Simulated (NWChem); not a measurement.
Species: CH₄BF; SMILES CBF

Results from NWChem. Pople sets run with spherical d functions. All runs use the structure optimised with PBE0/def2-SVP.

Task: Predict the results for B3LYP/6-311G**. Quantities: highest occupied level (eV); orbital gap (eV); dipole (D).

Result: 
```yaml
highest occupied level (eV): -8.70
orbital gap (eV): 8.10
dipole (D): 1.20
```
